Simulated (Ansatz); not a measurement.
Basis sets compared for `CCC(CC(C)OC(C)=O)OC(C)=O`. The state is a singlet with charge 0. Geometry PBE-D4/def2-SVP. Ansatz on 4 threads of Arm Neoverse V2 on a shared host; times are rough, and most runs start from earlier orbitals.

| atom | x (Å) | y (Å) | z (Å) |
| --- | --- | --- | --- |
| C1 | -0.711 | -3.364 | 0.724 |
| C2 | 0.113 | -2.080 | 0.632 |
| C3 | -0.530 | -1.003 | -0.240 |
| C4 | 0.278 | 0.292 | -0.358 |
| C5 | 0.470 | 1.053 | 0.954 |
| C6 | -0.825 | 1.509 | 1.618 |
| O7 | 1.270 | 2.217 | 0.604 |
| C8 | 2.065 | 2.730 | 1.580 |
| C9 | 2.817 | 3.937 | 1.066 |
| O10 | 2.147 | 2.269 | 2.703 |
| O11 | -0.673 | -1.574 | -1.569 |
| C12 | -1.712 | -1.124 | -2.323 |
| C13 | -1.727 | -1.819 | -3.666 |
| O14 | -2.507 | -0.283 | -1.951 |
| H15 | -0.213 | -4.119 | 1.364 |
| H16 | -1.715 | -3.167 | 1.154 |
| H17 | -0.856 | -3.810 | -0.280 |
| H18 | 0.267 | -1.653 | 1.646 |
| H19 | 1.128 | -2.297 | 0.231 |
| H20 | -1.553 | -0.768 | 0.124 |
| H21 | 1.276 | 0.057 | -0.785 |
| H22 | -0.240 | 0.962 | -1.076 |
| H23 | 1.062 | 0.459 | 1.682 |
| H24 | -0.598 | 2.102 | 2.525 |
| H25 | -1.431 | 2.121 | 0.921 |
| H26 | -1.435 | 0.639 | 1.932 |
| H27 | 2.101 | 4.718 | 0.741 |
| H28 | 3.418 | 3.661 | 0.177 |
| H29 | 3.472 | 4.332 | 1.862 |
| H30 | -1.811 | -2.915 | -3.526 |
| H31 | -0.773 | -1.634 | -4.199 |
| H32 | -2.575 | -1.447 | -4.266 |

Binding counts from free atoms (C triplet, O triplet, H doublet) in the same basis, without a counterpoise term.

| level | functions | energy (Eh) | HOMO (eV) | LUMO (eV) | binding per atom (eV) | wall time |
| --- | --- | --- | --- | --- | --- | --- |
| HF/STO-3G | 88 | -679.9524 | -8.70 | 8.48 | 3.70 | 0.8 s |
| HF/6-31G | 162 | -688.3337 | -11.85 | 4.43 | 2.95 | 2.4 s |
| PBE-D4/def2-SVP | 286 | -691.5249 | -6.07 | -0.81 | 4.57 | 5.5 s |
| PBE0-D4/def2-SVP | 286 | -691.5763 | -7.81 | 0.28 | 4.48 | 11 s |

Task: Estimate the rows for PBE-D4/def2-TZVP (with forces), PBE0-D4/def2-TZVP (with forces).

Result: 
```
                          level  functions  energy (Eh)  HOMO (eV)  LUMO (eV)  binding per atom (eV)  wall time
 PBE-D4/def2-TZVP (with forces)        542    -692.2977      -6.26      -1.00                   4.51       15 s
PBE0-D4/def2-TZVP (with forces)        542    -692.3398      -7.92       0.14                   4.42       46 s
```
